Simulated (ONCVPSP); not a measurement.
# rhenium (Re): variants of one ONCV potential

Base potential:

| Property | Result |
| --- | --- |
| Element | Re (Z = 75) |
| Generator | ONCVPSP 4.0.1 |
| Type | optimised norm-conserving Vanderbilt (ONCV) |
| Functional | LDA (Perdew-Zunger) |
| Relativity | scalar-relativistic |
| Frozen core | [Kr] 4d10 |
| Valence charge | 29 |
| Reference configuration | 4f14 5s2 5p6 5d5 6s2 |
| Partial waves | 5s+6s: rc 2.00 bohr, ncon 3, nbas 8, qcut 5.9 1/bohr, 2 projectors; 5p: rc 1.90 bohr, ncon 3, nbas 7, qcut 6 1/bohr, 2 projectors, debl 2.8 Ha; 5d: rc 2.00 bohr, ncon 3, nbas 8, qcut 8.6 1/bohr, 2 projectors, debl 0.7 Ha; 4f: rc 0.60 bohr, ncon 4, nbas 8, qcut 28.8 1/bohr, 1 projector |
| Local potential | polynomial inside 0.45 bohr (lpopt 5, dvloc0 0 Ha) |
| Core correction | Teter function fitted to the true core (icmod 2), fcfact 0.7 |

Cutoffs, loose and tight: the cutoffs (Ha) at which the residual kinetic energy of the hardest occupied pseudo-wave falls to 1 and 0.1 mHa per electron. They do not see the model core or the augmentation charge, which bear on the density cutoff. Test errors are all-electron minus pseudo excitation energies from the reference, over the configurations 4f14 5s2 5p6 5d5 6s1; 4f14 5s2 5p6 5d5 6s0; 4f14 5s2 5p6 5d4 6s0; 4f14 5s2 5p6 5d5 6s0 6p1. A dash means not determined; rows that change the core or the reference have their own tests.

A true bound ghost makes a file unfit for plane-wave use even where its test errors are small: the radial tests pick states by their node count and pass the ghost by.

```csv
change,outcome,"cutoff, loose","cutoff, tight",bound ghosts,GHOST(+) flags above zero,largest test error (meV)
base,generated,350 Ha,382 Ha,"s, p, d",none,-17
"core correction Teter function, fcfact 4.75, rcfact 1.75",generated,350 Ha,382 Ha,"s, p, d",none,-19
functional PBE,generated,350 Ha,382 Ha,"s, p, d",none,-18
"core correction Teter function fitted to the true core (icmod 2), fcfact 0.66",generated,350 Ha,382 Ha,"s, p, d",none,-17
s: qcut 6; p: qcut 6.1; d: qcut 8.7; f: qcut 29.2,generated,355 Ha,388 Ha,"s, p, d",none,-17
```

Problem. What comes out with this change to the base: f: qcut 40.7?

Solution. outcome: generated; cutoff, loose: 546 Ha; cutoff, tight: 620 Ha; bound ghosts: s, p, d; GHOST(+) flags above zero: none; largest test error (meV): -17.

Problem. What comes out with this change to the base: all radii but the core radius scaled by about 1.22 (s 2.44, p 2.32, d 2.44, f 0.74 bohr); local potential polynomial inside 0.56 bohr (lpopt 5, dvloc0 0 Ha)?

Solution. outcome: generated; cutoff, loose: 292 Ha; cutoff, tight: 323 Ha; bound ghosts: s, p; GHOST(+) flags above zero: s, d; largest test error (meV): -22.
